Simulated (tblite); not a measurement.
Cl3OTa, singlet, geometry from GFN2-xTB (such geometries of metal compounds can be far from the true shape); IPEA1-xTB in tblite.

Here is a job for tblite.
```
$ tblite run mol.xyz --method ipea1 --charge 0 --spin 0 --json tblite.json --no-restart

# file mol.xyz
5

Ta     0.15665099     0.08849969    -0.15002696
O      1.28874592     0.72807464    -1.23425093
Cl     1.08693711    -0.91589593     1.59030402
Cl    -1.17072286    -1.42716546    -1.06863054
Cl    -1.19536069     1.62040996     0.70338389
```

What does tblite print? Leave out banner, timings and long lists.


```
xTB calculator
 | screened Coulomb repulsion
 | Coulomb electrostatics
 |  * isotropic Klopman-Ohno-Mataga-Nishimoto electrostatics
 |  * onsite third-order electrostatics
 | DFT-D3(BJ) dispersion correction

halogen bonding energy    0.0000000000000E+00 Eh
repulsion energy          4.9078369772039E-02 Eh
dispersion energy        -2.6730523615344E-03 Eh
number of electrons       3.2000000000000E+01 e
integral cutoff           4.0000000000000E+01 bohr

------------------------------------------------------------
  cycle        total energy    energy error   density error
------------------------------------------------------------
      1     -19.76478211760  -1.9811187E+01   7.8021823E-01
      2     -19.74419062660   2.0591491E-02   6.2062290E-01
      3     -20.18488727165  -4.4069665E-01   3.0721258E-01
      4     -20.20425062205  -1.9363350E-02   1.4951307E-01
      5     -20.27080848547  -6.6557863E-02   1.5429429E-02
      6     -20.27135373513  -5.4524966E-04   5.8799736E-03
      7     -20.27142423357  -7.0498438E-05   1.6584148E-03
      8     -20.27143045601  -6.2224446E-06   4.3006963E-04
      9     -20.27143084534  -3.8932227E-07   1.1020464E-05
------------------------------------------------------------

electronic energy        -2.0317836162746E+01 Eh
total energy             -2.0271430845336E+01 Eh

Post processing:
 | Mayer-Wiberg bond orders

[Info] JSON dump of results written to 'tblite.json'
```
